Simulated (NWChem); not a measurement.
System: CH4AlCl2N; SMILES [Al]([Cl])([Cl])[NH]C

The following NWChem deck was run.

```
start job
memory heap 200 mb stack 900 mb global 1100 mb
geometry units angstroms noautoz
  Al    -0.063062     0.162100     0.000000
  Cl    -0.517463     2.204825     0.000000
  Cl     1.932590    -0.471671     0.000000
  N     -1.361787    -1.022651     0.000000
  C     -1.274199    -2.466664     0.000000
  H     -2.320997    -0.688361     0.000000
  H     -1.746982    -2.917958    -0.890911
  H     -1.746982    -2.917958     0.890911
  H     -0.220036    -2.782425     0.000000
end
basis spherical
  * library 6-31+g*
end
dft
  xc m06-2x
  iterations 150
  vectors input atomic output neutral.movecs
end
task dft energy
charge 1
dft
  odft
  mult 2
  vectors input atomic output cation.movecs
end
task dft energy
charge -1
dft
  odft
  mult 2
  vectors input atomic output anion.movecs
end
task dft energy
```

Excerpt of the output:

```
             Northwest Computational Chemistry Package (NWChem) 7.3.0
             --------------------------------------------------------

 CS  symmetry detected

                             Geometry "geometry" -> ""
                             -------------------------

 Output coordinates in angstroms (scale by  1.889725989 to convert to a.u.)

  No.       Tag          Charge          X              Y              Z
 ---- ---------------- ---------- -------------- -------------- --------------
    1 Al                  13.0000    -0.05838279     0.15927267     0.00000000
    2 Cl                  17.0000    -0.44721546     2.21548639     0.00000000
    3 Cl                  17.0000     1.91597721    -0.53800430     0.00000000
    4 N                    7.0000    -1.39433716    -0.98333290     0.00000000
    5 C                    6.0000    -1.35298023    -2.42940855     0.00000000
    6 H                    1.0000    -2.34236424    -0.61853394     0.00000000
    7 H                    1.0000    -1.83995581    -2.86534985    -0.89091100
    8 H                    1.0000    -1.83995581    -2.86534985     0.89091100
    9 H                    1.0000    -0.30945608    -2.77872503     0.00000000

 Effective nuclear repulsion energy (a.u.)     320.6342384961

      Symmetry information
      --------------------

 Group name             Cs
 Group number              2
 Group order               2
 No. of unique centers     8

                                 NWChem DFT Module
                                 -----------------

 Summary of "ao basis" -> "ao basis" (spherical)
 ------------------------------------------------------------------------------
       Tag                 Description            Shells   Functions and Types
 ---------------- ------------------------------  ------  ---------------------
 Al                         6-31+g*                 10       22   5s4p1d
 Cl                         6-31+g*                 10       22   5s4p1d
 N                          6-31+g*                  8       18   4s3p1d
 C                          6-31+g*                  8       18   4s3p1d
 H                          6-31+g*                  2        2   2s

      Symmetry analysis of basis
      --------------------------

        a'         80
        a"         30

            General Information
            -------------------
          SCF calculation type: DFT
          Wavefunction type:  closed shell.
          No. of atoms     :     9
          No. of electrons :    64
           Alpha electrons :    32
            Beta electrons :    32
          Charge           :     0
          Spin multiplicity:     1
          Use of symmetry is: on ; symmetry adaption is: on
          Maximum number of iterations: 150
          AO basis - number of functions:   110
                     number of shells:    54
          Convergence on energy requested:  1.00D-06
          Convergence on density requested:  1.00D-05
          Convergence on gradient requested:  5.00D-04

              XC Information
              --------------
                       M06-2X Method XC Functional
                     Hartree-Fock (Exact) Exchange  0.540
                        M06-2X Exchange Functional  1.000
                      M06-2X Correlation Potential  1.000

             Grid Information
             ----------------
          Grid used for XC integration:  medium
          Radial quadrature: Mura-Knowles
          Angular quadrature: Lebedev.
          Tag              B.-S. Rad. Rad. Pts. Rad. Cut. Ang. Pts.
          ---              ---------- --------- --------- ---------
          Al                  1.25       88          13.0       590
          Cl                  1.00       88          15.0       590
          N                   0.65       49          12.0       434
          C                   0.70       49          15.0       434
          H                   0.35       45          14.0       434
          Grid pruning is: on
          Number of quadrature shells:   497
          Spatial weights used:  Erf1

      Superposition of Atomic Density Guess
      -------------------------------------

 Sum of atomic energies:       -1254.71340240

      Non-variational initial energy
      ------------------------------

 Total energy =   -1256.505053
 1-e energy   =   -2371.048993
 2-e energy   =     793.909702
 HOMO         =      -0.309867
 LUMO         =      -0.029223

      Symmetry analysis of molecular orbitals - initial
      -------------------------------------------------

  Numbering of irreducible representations:

     1 a'          2 a"

  Orbital symmetries:

     1 a'          2 a'          3 a'          4 a'          5 a'
     6 a'          7 a'          8 a'          9 a'         10 a'
    11 a"         12 a'         13 a"         14 a'         15 a'
    16 a'         17 a"         18 a'         19 a'         20 a'
    21 a'         22 a'         23 a'         24 a"         25 a'
    26 a'         27 a"         28 a'         29 a"         30 a'
    31 a'         32 a"         33 a'         34 a"         35 a'
    36 a'         37 a'         38 a"         39 a'         40 a'
    41 a"         42 a'

   convergence    iter        energy       DeltaE   RMS-Dens  Diis-err
 ---------------- ----- ----------------- --------- --------- ---------
 d= 0,ls=0.0,diis     1  -1258.0545284821 -1.58D+03  1.34D-02  4.27D-01
 d= 0,ls=0.0,diis     2  -1258.0779282918 -2.34D-02  5.09D-03  3.09D-01
 d= 0,ls=0.0,diis     3  -1258.1126429942 -3.47D-02  1.06D-03  1.61D-02
 d= 0,ls=0.0,diis     4  -1258.1142244607 -1.58D-03  4.95D-04  2.23D-03
 d= 0,ls=0.0,diis     5  -1258.1145399028 -3.15D-04  9.37D-05  1.64D-05
  Resetting Diis
 d= 0,ls=0.0,diis     6  -1258.1145442679 -4.37D-06  1.92D-05  1.60D-06
 d= 0,ls=0.0,diis     7  -1258.1145445809 -3.13D-07  5.22D-06  9.78D-08

         Total DFT energy =    -1258.114544580919
      One electron energy =    -2375.178941356093
           Coulomb energy =      885.479743714035
    Exchange-Corr. energy =      -89.049585434966
 Nuclear repulsion energy =      320.634238496105

 Numeric. integr. density =       63.999999666371

                  Occupations of the irreducible representations
                  ----------------------------------------------

                     irrep           alpha         beta
                     --------     --------     --------
                     a'               25.0         25.0
                     a"                7.0          7.0

                       DFT Final Molecular Orbital Analysis
                       ------------------------------------

 Vector   30  Occ=2.000000D+00  E=-3.955355D-01  Symmetry=a"
              MO Center=  7.2D-01,  8.1D-01,  6.8D-15, r^2= 4.4D+00
   Bfn.  Coefficient  Atom+Function         Bfn.  Coefficient  Atom+Function
  ----- ------------  ---------------      ----- ------------  ---------------
    53     -0.509676  3 Cl pz                31      0.505501  2 Cl pz
    35      0.274272  2 Cl pz                57     -0.275257  3 Cl pz
    49      0.197191  3 Cl pz                27     -0.195624  2 Cl pz
    19      0.049899  1 Al d -1              21      0.043317  1 Al d  1

 Vector   31  Occ=2.000000D+00  E=-3.876844D-01  Symmetry=a'
              MO Center=  6.5D-01,  8.2D-01, -3.4D-15, r^2= 4.6D+00
   Bfn.  Coefficient  Atom+Function         Bfn.  Coefficient  Atom+Function
  ----- ------------  ---------------      ----- ------------  ---------------
    29      0.522444  2 Cl px                52     -0.503416  3 Cl py
    33      0.279865  2 Cl px                56     -0.269855  3 Cl py
    25     -0.201643  2 Cl px                48      0.194437  3 Cl py
    12     -0.100962  1 Al py                36      0.093074  2 Cl s
    58     -0.090141  3 Cl s                 11      0.075884  1 Al px

 Vector   32  Occ=2.000000D+00  E=-3.195395D-01  Symmetry=a"
              MO Center= -1.3D+00, -1.2D+00, -3.6D-15, r^2= 2.2D+00
   Bfn.  Coefficient  Atom+Function         Bfn.  Coefficient  Atom+Function
  ----- ------------  ---------------      ----- ------------  ---------------
    71      0.510488  4 N  pz                75      0.423975  4 N  pz
    89     -0.164156  5 C  pz               106      0.162220  7 H  s
   108     -0.162220  8 H  s                 79      0.160986  4 N  pz
     9      0.148129  1 Al pz               105      0.132333  7 H  s
   107     -0.132333  8 H  s                 31     -0.110038  2 Cl pz

 Vector   33  Occ=0.000000D+00  E=-2.131630D-02  Symmetry=a'
              MO Center= -1.6D-01,  2.5D-01, -7.3D-13, r^2= 9.9D+00
   Bfn.  Coefficient  Atom+Function         Bfn.  Coefficient  Atom+Function
  ----- ------------  ---------------      ----- ------------  ---------------
    14      2.745442  1 Al s                 58     -1.267270  3 Cl s
    36     -1.206026  2 Cl s                 10      0.870680  1 Al s
    76     -0.687840  4 N  s                 59      0.479459  3 Cl px
    38      0.455794  2 Cl py                11      0.367852  1 Al px
    72     -0.273862  4 N  s                  6      0.257990  1 Al s

 Vector   34  Occ=0.000000D+00  E= 2.482559D-03  Symmetry=a"
              MO Center= -1.0D-01, -3.7D-02,  3.0D-12, r^2= 8.3D+00
   Bfn.  Coefficient  Atom+Function         Bfn.  Coefficient  Atom+Function
  ----- ------------  ---------------      ----- ------------  ---------------
    17      1.019645  1 Al pz                 9      0.465723  1 Al pz
    79     -0.430373  4 N  pz                13      0.341612  1 Al pz
    61     -0.301513  3 Cl pz                39     -0.297652  2 Cl pz
    97      0.196591  5 C  pz                53     -0.191147  3 Cl pz
    71     -0.187698  4 N  pz                31     -0.184754  2 Cl pz

 Vector   35  Occ=0.000000D+00  E= 1.746156D-02  Symmetry=a'
              MO Center= -1.8D+00, -1.2D+00,  1.2D-12, r^2= 1.6D+01
   Bfn.  Coefficient  Atom+Function         Bfn.  Coefficient  Atom+Function
  ----- ------------  ---------------      ----- ------------  ---------------
    10      3.064179  1 Al s                 15      1.741134  1 Al px
    16      1.603965  1 Al py                36     -1.402044  2 Cl s
    11     -1.101025  1 Al px                77     -0.747857  4 N  px
    95      0.749071  5 C  px                78     -0.706603  4 N  py
    58     -0.687755  3 Cl s                 76     -0.504826  4 N  s

     Multipole analysis of the density
     ---------------------------------

     L   x y z        total         alpha         beta         nuclear
     -   - - -        -----         -----         ----         -------
     0   0 0 0     -0.000000    -32.000000    -32.000000     64.000000

     1   1 0 0     -0.817812     -0.408906     -0.408906     -0.000000
     1   0 1 0     -0.683569     -0.341784     -0.341784      0.000000
     1   0 0 1     -0.000000     -0.000000     -0.000000      0.000000

     2   2 0 0    -37.912925   -202.503241   -202.503241    367.093557
     2   1 1 0      2.046864    -12.696856    -12.696856     27.440577
     2   1 0 1      0.000000      0.000000      0.000000      0.000000
     2   0 2 0    -39.593413   -297.264804   -297.264804    554.936195
     2   0 1 1      0.000000      0.000000      0.000000      0.000000
     2   0 0 2    -36.807422    -21.238145    -21.238145      5.668868

                                 NWChem DFT Module
                                 -----------------

      Symmetry analysis of basis
      --------------------------

        a'         80
        a"         30

            General Information
            -------------------
          SCF calculation type: DFT
          Wavefunction type:  spin polarized.
          No. of atoms     :     9
          No. of electrons :    63
           Alpha electrons :    32
            Beta electrons :    31
          Charge           :     1
          Spin multiplicity:     2
          Use of symmetry is: on ; symmetry adaption is: on
          Maximum number of iterations: 150
          AO basis - number of functions:   110
                     number of shells:    54
          Convergence on energy requested:  1.00D-06
          Convergence on density requested:  1.00D-05
          Convergence on gradient requested:  5.00D-04

              XC Information
              --------------
                       M06-2X Method XC Functional
                     Hartree-Fock (Exact) Exchange  0.540
                        M06-2X Exchange Functional  1.000
                      M06-2X Correlation Potential  1.000

             Grid Information
             ----------------
          Grid used for XC integration:  medium
          Radial quadrature: Mura-Knowles
          Angular quadrature: Lebedev.
          Tag              B.-S. Rad. Rad. Pts. Rad. Cut. Ang. Pts.
          ---              ---------- --------- --------- ---------
          Al                  1.25       88          13.0       590
          Cl                  1.00       88          15.0       590
          N                   0.65       49          12.0       434
          C                   0.70       49          15.0       434
          H                   0.35       45          14.0       434
          Grid pruning is: on
          Number of quadrature shells:   497
          Spatial weights used:  Erf1

      Superposition of Atomic Density Guess
      -------------------------------------

 Sum of atomic energies:       -1254.71340240

 Renormalizing density from      64.00 to     63

      Non-variational initial energy
      ------------------------------

 Total energy =   -1244.073265
 1-e energy   =   -2334.001353
 2-e energy   =     769.293850
 HOMO         =      -0.546173
 LUMO         =      -0.278414

   Symmetry analysis of molecular orbitals - initial alpha
   -------------------------------------------------------

  Numbering of irreducible representations:

     1 a'          2 a"

  Orbital symmetries:

     1 a'          2 a'          3 a'          4 a'          5 a'
     6 a'          7 a'          8 a'          9 a'         10 a"
    11 a'         12 a'         13 a"         14 a'         15 a'
    16 a'         17 a"         18 a'         19 a'         20 a'
    21 a'         22 a'         23 a'         24 a'         25 a'
    26 a"         27 a"         28 a'         29 a"         30 a'
    31 a'         32 a"         33 a'         34 a"         35 a'
    36 a'         37 a'         38 a'         39 a"         40 a'
    41 a'         42 a'

   Symmetry analysis of molecular orbitals - initial beta
   ------------------------------------------------------

  Numbering of irreducible representations:

     1 a'          2 a"

  Orbital symmetries:

     1 a'          2 a'          3 a'          4 a'          5 a'
     6 a'          7 a'          8 a'          9 a'         10 a"
    11 a'         12 a'         13 a"         14 a'         15 a'
    16 a'         17 a"         18 a'         19 a'         20 a'
    21 a'         22 a'         23 a'         24 a'         25 a'
    26 a"         27 a"         28 a'         29 a"         30 a'
    31 a'         32 a"         33 a'         34 a"         35 a'
    36 a'         37 a'         38 a'         39 a"         40 a'
    41 a'         42 a'

[...]
```

Level: M06-2X/6-31+G* (spherical d), vertical spin-unrestricted ions. All runs use the structure optimised with PBE0/def2-SVP.
